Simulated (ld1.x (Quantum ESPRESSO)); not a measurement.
LDA (PZ) TM dataset for Pt, scalar-relativistic all-electron reference.

The input file (ld1.x (Quantum ESPRESSO) 7.5):

```
&input
   title='Pt', zed=78., rel=1, dft='PZ', iswitch=3,
   config='[Xe] 4f14 5d9 6s1 6p0',
   nld=3, rlderiv=2.50, eminld=-6.0, emaxld=5.0, deld=0.02
 /
 &inputp
   pseudotype=2, tm=.true., lloc=-1, rcloc=1.65,
   nlcc=.false.,
   file_pseudopw='Pt.UPF', file_wfcaegen='ae.wfc', file_wfcncgen='nc.wfc', file_beta='beta', file_chi='chi'
 /
3
6S  1  0   1.00   0.00  2.30  2.30  0.0
5P  2  1   6.00   0.00  1.25  1.25  0.0
5D  3  2   9.00   0.00  2.15  2.15  0.0
 &test
   configts(1)='5p6 5d9 6s1 6p0'
 /
```

Command:

```bash
ld1.x < Pt.in > Pt.out
```

Output (shortened: banner, matrices, multipoles, cross overlaps and the repeated all-electron block are left out):

```
Program LD1 v.7.5
     --------------------------- All-electron run ----------------------------

     Pt
     scalar relativistic calculation

     atomic number is 78.00
     dft =PZ   lsd =0 sic =0 latt =0  beta=0.20 tr2=1.0E-14
     Exchange-correlation= PZ
                           (   1   1   0   0   0   0   0)
     mesh =1277 r(mesh) =  98.81913 a.u. xmin = -7.00 dx = 0.01250
     1 Ry =  13.60569312 eV, c = 137.03599908

     n l     nl                  e(Ry)          e(Ha)          e(eV)
     1 0     1S 1( 2.00)     -5760.5051     -2880.2525    -78375.6646
     2 0     2S 1( 2.00)     -1012.0616      -506.0308    -13769.7999
     2 1     2P 1( 6.00)      -877.3582      -438.6791    -11937.0658
     3 0     3S 1( 2.00)      -237.7007      -118.8504     -3234.0832
     3 1     3P 1( 6.00)      -198.4834       -99.2417     -2700.5041
     4 0     4S 1( 2.00)       -51.0307       -25.5154      -694.3087
     4 1     4P 1( 6.00)       -38.1667       -19.0834      -519.2850
     3 2     3D 1(10.00)      -155.9073       -77.9536     -2121.2264
     5 0     5S 1( 2.00)        -7.5119        -3.7559      -102.2043
     5 1     5P 1( 6.00)        -4.1370        -2.0685       -56.2869
     4 2     4D 1(10.00)       -22.5487       -11.2743      -306.7904
     4 3     4F 1(14.00)        -5.1827        -2.5913       -70.5139
     5 2     5D 1( 9.00)        -0.4687        -0.2344        -6.3772
     6 0     6S 1( 1.00)        -0.4387        -0.2194        -5.9695
     6 1     6P 1( 0.00)        -0.0707        -0.0353        -0.9616

     final scf error:  4.1E-15 reached in  42 iterations

     Etot =  -36806.486437 Ry,  -18403.243218 Ha, -500777.759396 eV

     Ekin =   41049.553257 Ry,   20524.776628 Ha,  558507.624445 eV
     Encl =  -91491.701235 Ry,  -45745.850617 Ha,-1244808.010304 eV
     Eh   =   14323.522911 Ry,    7161.761455 Ha,  194881.457167 eV
     Exc  =    -687.861369 Ry,    -343.930685 Ha,   -9358.830704 eV

     normalization and overlap integrals

     s(1S/1S) =  1.000000  <r> =   0.0172  <r2> =    0.0004  r(max) =   0.0106
     s(2S/2S) =  1.000000  <r> =   0.0724  <r2> =    0.0062  r(max) =   0.0612
     s(2P/2P) =  1.000000  <r> =   0.0652  <r2> =    0.0052  r(max) =   0.0507
     s(3S/3S) =  1.000000  <r> =   0.1872  <r2> =    0.0401  r(max) =   0.1726
     s(3P/3P) =  1.000000  <r> =   0.1883  <r2> =    0.0411  r(max) =   0.1726
     s(4S/4S) =  1.000000  <r> =   0.4153  <r2> =    0.1947  r(max) =   0.3890
     s(4P/4P) =  1.000000  <r> =   0.4422  <r2> =    0.2223  r(max) =   0.4089
     s(3D/3D) =  1.000000  <r> =   0.1705  <r2> =    0.0340  r(max) =   0.1396
     s(5S/5S) =  1.000000  <r> =   0.9512  <r2> =    1.0161  r(max) =   0.8657
     s(5P/5P) =  1.000000  <r> =   1.1036  <r2> =    1.3802  r(max) =   0.9810
     s(4D/4D) =  1.000000  <r> =   0.4685  <r2> =    0.2538  r(max) =   0.4193
     s(4F/4F) =  1.000000  <r> =   0.5162  <r2> =    0.3247  r(max) =   0.3842
     s(5D/5D) =  1.000000  <r> =   1.7009  <r2> =    3.5241  r(max) =   1.2596
     s(6S/6S) =  1.000000  <r> =   2.9039  <r2> =    9.7028  r(max) =   2.3828
     s(6P/6P) =  1.000000  <r> =   4.7711  <r2> =   27.4188  r(max) =   3.5548

     ------------------------ End of All-electron run ------------------------

     --------------------- Generating NC pseudopotential ---------------------

      Generating local potential from pseudized AE potential:
      Matching radius rcloc =   1.6500

      Local pseudo, rcloc= 1.638 Estimated cut-off energy=     9.49 Ry

      Wfc   6S  rcut= 2.324  Using Troullier-Martins method

      Wfc   5P  rcut= 1.244  Using Troullier-Martins method

      Wfc   5D  rcut= 2.156  Using Troullier-Martins method

     ------------------- End of pseudopotential generation -------------------

     Computing logarithmic derivative in   2.48945
     Computing logarithmic derivative in   2.48945
     Computing the partial wave expansion
     R is outside the sphere for l=    0 j= 0.00
     R is outside the sphere for l=    1 j= 0.00
     R is outside the sphere for l=    2 j= 0.00

     ---------------------- Testing the pseudopotential ----------------------

     Pt
     scalar relativistic calculation

     atomic number is 78.00   valence charge is 16.00
     dft =PZ   lsd =0 sic =0 latt =0  beta=0.20 tr2=1.0E-14
     mesh =1277 r(mesh) =  98.81913 xmin = -7.00 dx = 0.01250

     n l     nl             e AE (Ry)        e PS (Ry)    De AE-PS (Ry)
     2 1     5P   1( 6.00)       -4.13701       -4.13707        0.00006
     3 2     5D   1( 9.00)       -0.46871       -0.46872        0.00000
     1 0     6S   1( 1.00)       -0.43875       -0.43875        0.00000
     3 1     6P   1( 0.00)       -0.07068       -0.06410       -0.00658  !

     eps = 1.4E-16  iter =  6

     Etot =  -36806.486437 Ry,  -18403.243218 Ha, -500777.759396 eV
     Etotps =  -176.074492 Ry,     -88.037246 Ha,   -2395.615511 eV

     Ekin =      68.557868 Ry,      34.278934 Ha,     932.777311 eV
     Encl =    -378.306594 Ry,    -189.153297 Ha,   -5147.123427 eV
     Ehrt =     152.379406 Ry,      76.189703 Ha,    2073.227438 eV
     Ecxc =     -18.566569 Ry,      -9.283284 Ha,    -252.611036 eV
     Epseu=      -0.138604 Ry,      -0.069302 Ha,      -1.885797 eV

     ---------------------- End of pseudopotential test ----------------------
```

Note: ghost states, extra bound levels that the all-electron valence spectrum of the same l lacks: p at -7425.5 eV, s at -93.0 eV. A true bound ghost makes a file unfit for plane-wave use.

Generation and configuration tests took about 3.2 s on one core of a shared server CPU.

Transferability test of the new file with ld1.x, input:

```
&input
   title='Pt', zed=78., rel=1, dft='PZ', iswitch=2,
   config='[Xe] 4f14 5d9 6s1 6p0'
 /
 &test
   file_pseudo='Pt.UPF', nconf=10,
   configts(1)='5p6 5d9 6s1 6p0',
   configts(2)='5p6 5d9 6s0 6p0',
   configts(3)='5p6 5d8 6s0 6p0',
   configts(4)='5p6 5d7 6s0 6p0',
   configts(5)='5p6 5d6 6s0 6p0',
   configts(6)='5p6 5d9 6s0 6p1',
   configts(7)='5p6 5d8 6s1 6p0',
   configts(8)='5p5 5d9 6s1 6p0',
   configts(9)='5p6 5d9 6s1 6p0', lsdts(9)=1,
   configts(10)='5p6 5d9 6s0 6p0', lsdts(10)=1
 /
```

```bash
ld1.x < Pt.test.in > Pt.test.out
```

Pseudopotential blocks of its output, shortened (energy terms left out; the distinct warnings before each block abridged to one line each):

```
     ---------------------- Testing the pseudopotential ----------------------

     n l     nl             e AE (Ry)        e PS (Ry)    De AE-PS (Ry)
     2 1     5P   1( 6.00)       -4.13701       -4.13707        0.00006
     3 2     5D   1( 9.00)       -0.46871       -0.46872        0.00000
     1 0     6S   1( 1.00)       -0.43875       -0.43875        0.00000
     3 1     6P   1( 0.00)       -0.07068       -0.06410       -0.00658  !

     eps = 5.6E-16  iter =  6

     Etot =  -36806.486437 Ry,  -18403.243218 Ha, -500777.759391 eV
     Etotps =  -176.074492 Ry,     -88.037246 Ha,   -2395.615510 eV

     ---------------------- End of pseudopotential test ----------------------

          ---------------------- Testing the pseudopotential ----------------------

     n l     nl             e AE (Ry)        e PS (Ry)    De AE-PS (Ry)
     2 1     5P   1( 6.00)       -4.74982       -4.74518       -0.00464
     3 2     5D   1( 9.00)       -1.07265       -1.07197       -0.00067
     1 0     6S   1( 0.00)       -0.97457       -0.97601        0.00143
     3 1     6P   1( 0.00)       -0.50257       -0.48872       -0.01384  !

     eps = 1.5E-16  iter =  9

     Etot =  -36805.784909 Ry,  -18402.892454 Ha, -500768.214620 eV
     Etotps =  -175.372095 Ry,     -87.686048 Ha,   -2386.058911 eV
     dEtot_ae =       0.701528 Ry
     dEtot_ps =       0.702397 Ry,   Delta E=      -0.000869 Ry

     ---------------------- End of pseudopotential test ----------------------

          ---------------------- Testing the pseudopotential ----------------------

     n l     nl             e AE (Ry)        e PS (Ry)    De AE-PS (Ry)
     2 1     5P   1( 6.00)       -5.67088       -5.66562       -0.00526  !
     3 2     5D   1( 8.00)       -1.92369       -1.92182       -0.00187
     1 0     6S   1( 0.00)       -1.65652       -1.65711        0.00059
     3 1     6P   1( 0.00)       -1.06976       -1.04441       -0.02535  !

     eps = 5.4E-16  iter =  9

     Etot =  -36804.295898 Ry,  -18402.147949 Ha, -500747.955591 eV
     Etotps =  -173.884127 Ry,     -86.942063 Ha,   -2365.814067 eV
     dEtot_ae =       2.190539 Ry
     dEtot_ps =       2.190366 Ry,   Delta E=       0.000173 Ry

     ---------------------- End of pseudopotential test ----------------------

          Warning: n=1, l=0 expected 0 nodes, found 1
     ---------------------- Testing the pseudopotential ----------------------

     n l     nl             e AE (Ry)        e PS (Ry)    De AE-PS (Ry)
     2 1     5P   1( 6.00)       -6.69909       -6.69351       -0.00558  !
     3 2     5D   1( 7.00)       -2.87088       -2.86758       -0.00329
     1 0     6S   1( 0.00)       -2.40866       -2.42564        0.01698  !
     3 1     6P   1( 0.00)       -1.71590       -1.67566       -0.04024  !

     eps = 4.8E-16  iter =  9

     Etot =  -36801.906334 Ry,  -18400.953167 Ha, -500715.443922 eV
     Etotps =  -171.496619 Ry,     -85.748309 Ha,   -2333.330367 eV
     dEtot_ae =       4.580102 Ry
     dEtot_ps =       4.577874 Ry,   Delta E=       0.002229 Ry

     ---------------------- End of pseudopotential test ----------------------

          ---------------------- Testing the pseudopotential ----------------------

     n l     nl             e AE (Ry)        e PS (Ry)    De AE-PS (Ry)
     2 1     5P   1( 6.00)       -7.81383       -7.80852       -0.00531  !
     3 2     5D   1( 6.00)       -3.89733       -3.89268       -0.00465
     1 0     6S   1( 0.00)       -3.21948       -3.55705        0.33757  !
     3 1     6P   1( 0.00)       -2.42660       -2.36749       -0.05911  !

     eps = 8.6E-16  iter =  7

     Etot =  -36798.529222 Ry,  -18399.264611 Ha, -500669.495974 eV
     Etotps =  -168.122597 Ry,     -84.061299 Ha,   -2287.424466 eV
     dEtot_ae =       7.957214 Ry
     dEtot_ps =       7.951895 Ry,   Delta E=       0.005319 Ry

     ---------------------- End of pseudopotential test ----------------------

          ---------------------- Testing the pseudopotential ----------------------

     n l     nl             e AE (Ry)        e PS (Ry)    De AE-PS (Ry)
     2 1     5P   1( 6.00)       -4.28601       -4.29125        0.00524  !
     3 2     5D   1( 9.00)       -0.61030       -0.61858        0.00828  !
     1 0     6S   1( 0.00)       -0.54601       -0.55385        0.00784  !
     3 1     6P   1( 1.00)       -0.14894       -0.14558       -0.00336

     eps = 8.3E-15  iter = 14

     Etot =  -36806.105341 Ry,  -18403.052670 Ha, -500772.574317 eV
     Etotps =  -175.684653 Ry,     -87.842327 Ha,   -2390.311476 eV
     dEtot_ae =       0.381096 Ry
     dEtot_ps =       0.389839 Ry,   Delta E=      -0.008743 Ry

     ---------------------- End of pseudopotential test ----------------------

          ---------------------- Testing the pseudopotential ----------------------

     n l     nl             e AE (Ry)        e PS (Ry)    De AE-PS (Ry)
     2 1     5P   1( 6.00)       -4.96016       -4.96095        0.00079
     3 2     5D   1( 8.00)       -1.23185       -1.23131       -0.00054
     1 0     6S   1( 1.00)       -1.05342       -1.05229       -0.00113
     3 1     6P   1( 0.00)       -0.55295       -0.53603       -0.01692  !

     eps = 9.2E-15  iter =  9

     Etot =  -36805.647305 Ry,  -18402.823652 Ha, -500766.342423 eV
     Etotps =  -175.235570 Ry,     -87.617785 Ha,   -2384.201393 eV
     dEtot_ae =       0.839132 Ry
     dEtot_ps =       0.838922 Ry,   Delta E=       0.000210 Ry

     ---------------------- End of pseudopotential test ----------------------

          ---------------------- Testing the pseudopotential ----------------------

     n l     nl             e AE (Ry)        e PS (Ry)    De AE-PS (Ry)
     2 1     5P   1( 5.00)       -5.07982       -5.08546        0.00564  !
     3 2     5D   1( 9.00)       -1.29821       -1.29891        0.00070
     1 0     6S   1( 1.00)       -1.06777       -1.06241       -0.00536  !
     3 1     6P   1( 0.00)       -0.55760       -0.53936       -0.01825  !

     eps = 7.8E-15  iter = 15

     Etot =  -36801.897259 Ry,  -18400.948630 Ha, -500715.320456 eV
     Etotps =  -171.477101 Ry,     -85.738551 Ha,   -2333.064819 eV
     dEtot_ae =       4.589177 Ry
     dEtot_ps =       4.597391 Ry,   Delta E=      -0.008214 Ry

     ---------------------- End of pseudopotential test ----------------------

          ---------------------- Testing the pseudopotential ----------------------

     n l     nl             e AE (Ry)        e PS (Ry)    De AE-PS (Ry)
     2 1     5P   1( 3.00)       -4.15239       -4.15806        0.00567  !
     3 2     5D   1( 5.00)       -0.49148       -0.49434        0.00286
     1 0     6S   1( 1.00)       -0.46294       -0.46346        0.00052
     3 1     6P   1( 0.00)       -0.08409       -0.07670       -0.00739  !
     2 1     5P   2( 3.00)       -4.11315       -4.10638       -0.00677  !
     3 2     5D   2( 4.00)       -0.43680       -0.43294       -0.00386
     1 0     6S   2( 0.00)       -0.40531       -0.40442       -0.00089
     3 1     6P   2( 0.00)       -0.05135       -0.04569       -0.00566  !

     eps = 7.7E-15  iter = 22

     Etot =  -36806.514310 Ry,  -18403.257155 Ha, -500778.138627 eV
     Etotps =  -176.104423 Ry,     -88.052212 Ha,   -2396.022739 eV
     dEtot_ae =      -0.027873 Ry
     dEtot_ps =      -0.029931 Ry,   Delta E=       0.002057 Ry

     ---------------------- End of pseudopotential test ----------------------

          ---------------------- Testing the pseudopotential ----------------------

     n l     nl             e AE (Ry)        e PS (Ry)    De AE-PS (Ry)
     2 1     5P   1( 3.00)       -4.76699       -4.76819        0.00120
     3 2     5D   1( 5.00)       -1.09071       -1.09266        0.00195
     1 0     6S   1( 0.00)       -0.98513       -0.98729        0.00216
     3 1     6P   1( 0.00)       -0.50811       -0.49399       -0.01411  !
     2 1     5P   2( 3.00)       -4.73072       -4.71948       -0.01124  !
     3 2     5D   2( 4.00)       -1.05283       -1.04911       -0.00372
     1 0     6S   2( 0.00)       -0.96301       -0.96364        0.00063
     3 1     6P   2( 0.00)       -0.49648       -0.48292       -0.01356  !

     eps = 9.1E-15  iter = 16

     Etot =  -36805.794377 Ry,  -18402.897189 Ha, -500768.343446 eV
     Etotps =  -175.382981 Ry,     -87.691490 Ha,   -2386.207013 eV
     dEtot_ae =       0.692059 Ry
     dEtot_ps =       0.691512 Ry,   Delta E=       0.000547 Ry

     ---------------------- End of pseudopotential test ----------------------
```
